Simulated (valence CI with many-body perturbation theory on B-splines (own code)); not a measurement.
# S11+: fill in the table

Computed by relativistic CI+MBPT: three valence electrons over a frozen Dirac-Fock core [He], a basis of 11 s, 11 p, 10 d, 8 f, 5 g, 2 h functions for each j, with the one-electron correlation potential Σ1, the two-electron term Σ2, the three-electron term Σ3, Breit, model QED; selected CI, second order for the rest, scaled by the run's own slope (own B-spline code, finite nucleus).

No measured spectrum was set against this ion. As an estimate, levels of excited configurations hold to 0.05 to 0.15 % of their energy, terms of the ground configuration to about 0.5 %.

```csv
Level,E (eV)
2s²2p ²P°_1/2,0.000
2s²2p ²P°_3/2,?
2s2p² ⁴P_1/2,24.023
2s2p² ⁴P_3/2,?
2s2p² ⁴P_5/2,?
2s2p² ²D_3/2,43.003
2s2p² ²D_5/2,43.037
2s2p² ²S_1/2,54.541
2s2p² ²P_1/2,57.659
2s2p² ²P_3/2,58.484
2p³ ⁴S°_3/2,?
2p³ ²D°_3/2,85.554
2p³ ²D°_5/2,?
2p³ ²P°_1/2,96.003
2p³ ²P°_3/2,96.222
2s²3s ²S_1/2,317.040
2s²3p ²P°_1/2,?
2s²3p ²P°_3/2,329.458
2s²3d ²D_3/2,340.611
2s²3d ²D_5/2,340.731
```

Problem. The levels stand in rising order. What does the calculation give for the missing energies?

Solution. 2s²2p ²P°_3/2 1.629; 2s2p² ⁴P_3/2 24.618; 2s2p² ⁴P_5/2 25.450; 2p³ ⁴S°_3/2 75.635; 2p³ ²D°_5/2 85.619; 2s²3p ²P°_1/2 329.016.
